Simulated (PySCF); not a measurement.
**Structure elucidation problem**

Molecular formula: C3H12FPSi3. Simulated spectra:

$^{1}$H NMR (500 MHz, computed): δ 5.16 (m, 1H), 5.15 (m, 1H), 4.66 (m, 2H), 4.32 (m, 2H), 1.13 (m, 2H), 0.60 (m, 2H), -0.19 (m, 2H).

$^{13}$C{$^{1}$H} NMR (computed): δ 82.1, -6.1 (2C).

Calculated, not measured (PySCF 2.14): shielding tensors at PBE0/pcSseg-1 (GIAO), GFN2-xTB geometry. Non-relativistic Hamiltonian, fast rotation and ring inversion assumed for equivalent nuclei, a single conformation, no solvent.

Scale: $^{1}$H, $^{13}$C against TMS (reference shieldings calculated alike).

**Question.** Which of these isomers gave the spectra?
A. F[C@@H]1CC[SiH2][SiH2][Si@H]1P
B. F[C@@H]1[SiH2]C[SiH2]C[Si@H]1P
C. F[C@@H]1CC[SiH2][SiH2][Si@@H]1P
D. F[C@H]1[SiH2]C[Si@H](P)C[SiH2]1

**Answer.** D. 

- 2 carbon signals for 3 carbons: some carbons are equivalent by symmetry or fast rotation.
- Carbon types of the structure: 1 × CH, 2 × CH2, leaving 7 H on heteroatoms.
- δC 82.1: sp3 CH bonded to F and 2 Si; the inductive effect lowers its shielding.
- δC -6.1: sp3 CH2 bonded to 2 Si; an electropositive neighbour leaves it electron-rich and shielded.
- δH 5.15: hydrogen on an sp3 CH bonded to F and 2 Si; its carbon carries F, which withdraws density.
- δH 4.66, 4.32: hydrogen on a silicon bonded to 2 C, in a 6-membered ring.
- δH 0.60, -0.19: hydrogen on an sp3 CH2 bonded to 2 Si; an electropositive neighbour shields it, as in TMS itself.

The others: F[C@@H]1CC[SiH2][SiH2][Si@@H]1P would give 3 carbon signals, not 2; F[C@@H]1[SiH2]C[SiH2]C[Si@H]1P would give 3 carbon signals, not 2; F[C@@H]1CC[SiH2][SiH2][Si@H]1P would give 3 carbon signals, not 2.

Splittings by $^{19}$F and $^{31}$P in the carbon and heteronuclear signals aren't shown, as no couplings were computed. Shifts are as computed. Against solution values, carbons near 30 ppm lie about +3 ppm off and those near 130 ppm about +5 ppm. Of 1211 compounds with measured shifts, 218 miss one by over three times the rms of a fit or turn the order of signals round; such compounds aren't used in these exercises. Multiplicities follow the n + 1 count of equivalent neighbours, as no J values were calculated; m marks all less simple cases, F and P coupling included.
